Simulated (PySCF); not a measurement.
**Correlation energy of Zr(27+) (zirconium, charge +27)**

[Ne] 3s2 3p1, 2P determinant. All numbers are calculated (PySCF 2.14, the spin-free X2C one-electron Hamiltonian (Gaussian nucleus), in an uncontracted even-tempered set (18 s from 3.1 bohr⁻², ratio 2.5; 12 p from 4.1 bohr⁻², ratio 2.5; 5 d from 18 bohr⁻², ratio 2.7; 4 f from 27 bohr⁻², ratio 2.7)). Frozen: 1s2; 11 electrons correlated; the 22 highest virtual orbitals of each spin left out.

```csv
level,correlation energy (mhartree)
CCSD,-482.07
(T),-1.60
CCSD(T),-483.67
```

Diagnostics: T1 = 0.0012, D1 = 0.0053, largest double amplitude 0.071.

Spin-orbit coupling, absent here, splits the open shell strongly.

Cost of the coupled-cluster step: of the order of 24 core-seconds, for 11 correlated electrons.

Iterations:

```
CC2 = 0
CCSD nocc = (np.int64(6), np.int64(5)), nmo = (84, 84)
frozen orbitals [[0, 85, 86, 87, 88, 89, 90, 91, 92, 93, 94, 95, 96, 97, 98, 99, 100, 101, 102, 103, 104, 105, 106], [0, 85, 86, 87, 88, 89, 90, 91, 92, 93, 94, 95, 96, 97, 98, 99, 100, 101, 102, 103, 104, 105, 106]]
max_cycle = 100
direct = 0
conv_tol = 1e-08
conv_tol_normt = 1e-06
diis_space = 8
diis_start_cycle = 0
Init t2, MP2 energy = -0.455090329186602
Init E_corr(UCCSD) = -0.455090329186652
cycle = 1  E_corr(UCCSD) = -0.474104442886708  dE = -0.0190141137  norm(t1,t2) = 0.022196
cycle = 2  E_corr(UCCSD) = -0.479583191613199  dE = -0.00547874873  norm(t1,t2) = 0.00714977
cycle = 3  E_corr(UCCSD) = -0.482083027451105  dE = -0.00249983584  norm(t1,t2) = 0.00237576
cycle = 4  E_corr(UCCSD) = -0.482067991672045  dE = 1.50357791e-05  norm(t1,t2) = 9.45341e-05
cycle = 5  E_corr(UCCSD) = -0.482068649078119  dE = -6.57406074e-07  norm(t1,t2) = 4.46666e-06
cycle = 6  E_corr(UCCSD) = -0.482068441545863  dE = 2.07532255e-07  norm(t1,t2) = 4.38703e-07
cycle = 7  E_corr(UCCSD) = -0.482068474003841  dE = -3.24579776e-08  norm(t1,t2) = 5.65686e-08
cycle = 8  E_corr(UCCSD) = -0.482068474352046  dE = -3.48204909e-10  norm(t1,t2) = 5.48342e-09
UCCSD converged
E(UCCSD) = -3083.48091953056  E_corr = -0.4820684743520459
UCCSD(T) correction = -0.00159841305744719
```

At this charge the one-electron X2C treatment keeps the bare 1/r₁₂, with no two-electron picture change or Breit term. The effect here is smaller than on the frozen 1s shell; and a scalar Hamiltonian misses the large spin-orbit splitting of the p shells, which matters for ns² → np² pairs.
